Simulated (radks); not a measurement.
All-electron atom: Au IV in [Xe] 4f14 5d8. All-electron calculation, Dirac Kohn-Sham, OLYP, spin-unpolarised, spherical densities, finite nucleus; open shells are shared between the two j in proportion to 2j + 1; Fermi nuclear charge, rms radius 5.4371 fm. Program: a radial shooting solver on a logarithmic mesh with Libxc functionals.

Normalised radial functions P(r) = r R(r) (large component), r in bohr:

| r | 5p1/2 |
|---|---|
| 0.002887 | 0.0302 |
| 0.003361 | 0.0361 |
| 0.003882 | 0.0428 |
| 0.004519 | 0.0514 |
| 0.005261 | 0.0617 |
| 0.006124 | 0.0742 |
| 0.00713 | 0.0890 |
| 0.0083 | 0.1065 |
| 0.009662 | 0.1269 |
| 0.01125 | 0.1503 |
| 0.01299 | 0.1751 |
| 0.01512 | 0.2034 |
| 0.01761 | 0.2329 |
| 0.0205 | 0.2617 |
| 0.02386 | 0.2870 |
| 0.02778 | 0.3047 |
| 0.03234 | 0.3098 |
| 0.03765 | 0.2965 |
| 0.04348 | 0.2615 |
| 0.05062 | 0.1964 |
| 0.05892 | 0.1005 |
| 0.0686 | -0.0226 |
| 0.07986 | -0.1617 |
| 0.09297 | -0.2967 |
| 0.1082 | -0.3992 |
| 0.126 | -0.4376 |
| 0.1455 | -0.3903 |
| 0.1694 | -0.2414 |
| 0.1972 | -0.0060 |
| 0.2296 | 0.2686 |
| 0.2673 | 0.5094 |
| 0.3111 | 0.6359 |
| 0.3622 | 0.5885 |
| 0.4217 | 0.3542 |
| 0.487 | -0.0019 |
| 0.5669 | -0.4363 |
| 0.66 | -0.8289 |
| 0.7684 | -1.0927 |
| 0.8945 | -1.1828 |
| 1.041 | -1.1055 |
| 1.212 | -0.9097 |
| 1.411 | -0.6637 |
| 1.63 | -0.4401 |
| 1.897 | -0.2518 |
| 2.209 | -0.1253 |
| 2.572 | -0.0536 |
| 2.994 | -0.0195 |
| 3.485 | -0.0058 |
| 4.057 | -0.0014 |
| 4.723 | -0.0003 |
| 5.455 | 0.0000 |
| 6.35 | 0.0000 |
| 7.393 | 0.0000 |
| 8.606 | 0.0000 |

5p1/2: eigenvalue -108.19 eV, 3 radial nodes at r = 0.0668, 0.198, 0.487 bohr, <r> = 0.996 bohr, 90 % of the charge inside 1.44 bohr.
